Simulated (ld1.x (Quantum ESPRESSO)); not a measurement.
**What the settings do to the TM potential of Dy**

Base potential:

Dy, norm-conserving Troullier–Martins (Kleinman–Bylander form), made with ld1.x (Quantum ESPRESSO) 7.5 (LDA (PZ), scalar-relativistic). Core [Kr] 4d10, reference 4f10 5s2 5p6 5d1 6s1 6p0. Waves: 5s (bound): rc 1.20 bohr; 5p (bound): rc 1.65 bohr; 5d (bound): rc 3.40 bohr; 4f (bound): rc 0.65 bohr. Local part: all-electron potential smoothed inside 0.50 bohr (lloc = -1). Core correction: a·sin(br)/r model core, default radius (core density twice the valence density).

Occupied shells without a wave of their own: 6s. They enter only through the test configuration that unscreens the potential, and ld1.x also counts them in the model core charge.

Cutoffs, loose and tight: the cutoffs (Ry, on a coarse ladder) from which the occupation-weighted sum of valence levels, in a spherical-Bessel basis at the reference potential, stays within 10 and 1 mRy of its value at 400 Ry. They do not see the model core or the augmentation charge, which bear on the density cutoff. Test errors are all-electron minus pseudo excitation energies from the reference, over the configurations 4f10 5s2 5p6 5d0 6s2 6p0; 4f10 5s2 5p6 5d0 6s1 6p0; 4f10 5s2 5p6 5d0 6s0 6p0; 4f9 5s2 5p6 5d1 6s2 6p0; 4f10 5s2 5p6 5d0.5 6s1.5 6p0; 4f9 5s2 5p6 5d1 6s1 6p0; 4f10 5s2 5p6 5d0 6s0 6p2 (two spin-polarised tests are not counted in the largest error). A dash means not determined; rows that change the core or the reference have their own tests. The largest error is taken over the tests solved by every variant that gives reliable tests at all: 4f10 5s2 5p6 5d0 6s0 6p0; 4f10 5s2 5p6 5d0 6s1 6p0; 4f10 5s2 5p6 5d0 6s2 6p0; 4f10 5s2 5p6 5d0.5 6s1.5 6p0.

With those shells counted twice in exchange and correlation these files are broken, and their errors move erratically; no question is asked of them.

A true bound ghost makes a file unfit for plane-wave use even where its test errors are small: the radial tests pick states by their node count and pass the ghost by. Where a test does run into it, the solver fails or the error is huge.

Cutoffs are not given where the Bessel-basis levels miss the radial ones by over 6 mRy, ghosts where they miss by over 20 mRy; a channel whose overlap is not positive is not tested.

| change | outcome | bound ghosts | largest test error (meV) |
| --- | --- | --- | --- |
| base | generated | s, p, d | -431 |
| wave 5s (bound): rc 1.20 bohr becomes 5s (bound): rc 0.86 bohr | generated | p, s, d | -386 |
| wave 5s (bound): rc 1.20 bohr becomes 5s (bound): rc 1.06 bohr | generated | s, p, d | -419 |
| wave 5s (bound): rc 1.20 bohr becomes 5s (bound): rc 1.18 bohr | generated | s, p, d | -430 |
| wave 5s (bound): rc 1.20 bohr becomes 5s (bound): rc 1.42 bohr | generated | s, p, d | -433 |
| wave 5s (bound): rc 1.20 bohr becomes 5s (bound): rc 1.54 bohr | generated | s, p, d | -440 |
| wave 5s (bound): rc 1.20 bohr becomes 5s (bound): rc 1.76 bohr | generated | s, p, d | -478 |

Reading the sweep of the s radius (base included, trends over the rows without a ghost): Bound ghosts are found at 0.86, 1.06, 1.18, 1.2, 1.42, 1.54, 1.76 bohr. Every judged row has one, so this setting neither creates nor removes them.
